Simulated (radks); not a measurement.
Values are calculated unless marked as measured or tabulated.
Q: Numerical settings for neutral arsenic, [Ar] 3d10 4s2 4p3. Code: a radial shooting solver on a logarithmic mesh with Libxc functionals. Model: Dirac Kohn-Sham, PBE, spin-unpolarised, spherical densities, finite nucleus; open shells are shared between the two j in proportion to 2j + 1; Fermi nuclear charge, rms radius 4.0968 fm. The defaults (mesh step 0.008 in ln r, mesh end at 40 bohr or more with all orbitals vanishing there, Anderson mixing 0.5 over 9 steps, residual threshold near 1e-9 with the energy settled to 1e-9 hartree or 1e-11 of itself, here a cap of 63 iterations) give E = -2260.9130 hartree and 4p3/2 at -5.106 eV in 14 iterations. Run on one thread of a shared host, so times are rough (Arm Neoverse N1): 0.14 s of CPU time, 0.14 s wall, 14 iterations on 2381 mesh points. One setting is changed at a time: mesh step in ln r 0.12; mesh step in ln r 0.005; mesh step in ln r 0.012; mesh end (bohr) 1; mesh end (bohr) 3; residual threshold 1e-05; residual threshold 1e-16; mixing 0.01; linear mixing, mixing 0.8; linear mixing, mixing 0.5; mixing history 20; iteration cap 2. Which runs fail to converge, and which converge to a wrong energy?

A: Not converged within the cap: mesh step in ln r 0.12; residual threshold 1e-16; mixing 0.01; linear mixing, mixing 0.8; iteration cap 2. Settled on a wrong energy, with an occupied level pushed above zero by the early mesh end: mesh end (bohr) 1 (+142 hartree); mesh end (bohr) 3 (+1.54 hartree). Apart from these: no run marked as converged misses the energy by more than 1 mhartree.
